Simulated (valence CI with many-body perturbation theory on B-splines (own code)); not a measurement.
# Level structure of Nb20+

Level of theory: valence CI with perturbative core correlation (CI+MBPT): three valence electrons over a frozen Dirac-Fock core [Ar], radial functions for each j: 7 s, 7 p, 8 d, 6 f, 4 g, 1 h, with the one-electron correlation potential Σ1, the two-electron term Σ2, the three-electron term Σ3, Breit, model QED; selected CI, second order for the rest, scaled by the run's own slope (own B-spline code, finite nucleus).

No measured levels were compared; by estimate terms of the open shell hold to 2 to 4 % of their energy, and close levels can change places. Only levels of the ground parity were solved; by the run's estimate the other parity begins above the list, which can be wrong where configurations are misplaced.

Levels 1 to 19 of 19, with energies above the lowest level, 3d3 4F_3/2. "Leading %" is the weight of the configuration and term that name the level; weights of strongly mixed levels are sums over their largest components and can fall short, so below about 35 % the name and the second component can differ from the true leading terms, or belong to a minority configuration. In the jj column 3d3/2^4 stands for four electrons in 3d with j = 3/2. Lifetimes count E1, E2, E3, M1 and M2 decay at the calculated energies, and are blank where another channel may lead or the interval is too uncertain; long ones can be off by a factor of two.

```
No.  Configuration  Term     J  E (cm⁻¹)  Leading %  Lifetime             Leading jj
  1            3d3    4F   3/2       0.0         91                   3d3/2^3 (62 %)
  2            3d3    4F   5/2     14436         97   8.27 ms   3d3/2^2 3d5/2 (88 %)
  3            3d3    4F   7/2     28286         94   9.44 ms   3d3/2 3d5/2^2 (59 %)
  4            3d3    4F   9/2     40062         82   25.7 ms   3d3/2 3d5/2^2 (46 %)
  5            3d3    4P   3/2     55993         56   2.88 ms   3d3/2^2 3d5/2 (72 %)
  6            3d3    4P   1/2     61486         80   23.0 ms   3d3/2^2 3d5/2 (92 %)
  7            3d3    2G   7/2     75002         93   1.30 ms   3d3/2 3d5/2^2 (58 %)
  8            3d3    2H   9/2     78557         51   1.60 ms   3d3/2^2 3d5/2 (61 %)
  9            3d3    4P   5/2     81650         93   4.18 ms   3d3/2 3d5/2^2 (65 %)
 10            3d3    2D   3/2     92410         50    541 μs   3d3/2 3d5/2^2 (90 %)
 11            3d3    2P   1/2     98830         80   1.40 ms   3d3/2 3d5/2^2 (92 %)
 12            3d3    2H  11/2    107530        100   4.32 ms  3d3/2 3d5/2^2 (100 %)
 13            3d3    2D   5/2    113910         92    836 μs   3d3/2 3d5/2^2 (62 %)
 14            3d3    2G   9/2    115050         49    886 μs         3d5/2^3 (64 %)
 15            3d3    2P   3/2    129830         60    582 μs         3d5/2^3 (86 %)
 16            3d3    2F   7/2    147960         97   1.42 ms   3d3/2 3d5/2^2 (83 %)
 17            3d3    2F   5/2    149580         92   1.79 ms   3d3/2 3d5/2^2 (48 %)
 18            3d3    2D   5/2    223010         92    248 μs         3d5/2^3 (54 %)
 19            3d3    2D   3/2    224380        100             3d3/2 3d5/2^2 (86 %)
```

Names give the largest LS component (configuration and term), which can be under half, so a name can repeat, a term be missing and a line seem to break the LS rules; names also repeat where a configuration has a term twice.

The ionisation energy to 3d2 3F_2 of the next ion comes out as 877.09 eV (NIST: 877 ± 4 eV (theoretical)). All 19 levels together are meant to be complete up to 233360 cm⁻¹.
